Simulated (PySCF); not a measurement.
SnHI, SMILES [SnH][I] (connectivity only; charge and spin as stated), neutral, multiplicity 1. Atoms are numbered in the order given.

```xyz
3

Sn     0.0363    -1.4045     0.0000
H     -1.7433    -1.5175     0.0000
I     -0.0013     1.3536     0.0000
```

The structure is a stationary point at B3LYP-D3(BJ)/def2-TZVP. The def2 effective core potentials stand for the cores of I, Sn; spin–orbit coupling is left out.

Computed with PBE0/def2-TZVPD (PySCF).

Symmetry labels are those of the subgroup Cs that the program uses (full group Cs).

**Question.** List the valence orbital energies around the gap with their symmetry. (The exact figures need the calculation; the answer reports its results.)

**Answer.** 
| orbital | symmetry | energy (eV) |
|---|---|---|
| HOMO−7 | A' | -28.84 |
| HOMO−6 | A' | -28.77 |
| HOMO−5 | A' | -18.90 |
| HOMO−4 | A' | -13.28 |
| HOMO−3 | A' | -8.73 |
| HOMO−2 | A' | -7.78 |
| HOMO−1 | A" | -7.70 |
| HOMO | A' | -6.80 |
| LUMO | A" | -3.21 |
| LUMO+1 | A' | -1.29 |
| LUMO+2 | A' | -0.05 |
| LUMO+3 | A' | 0.56 |
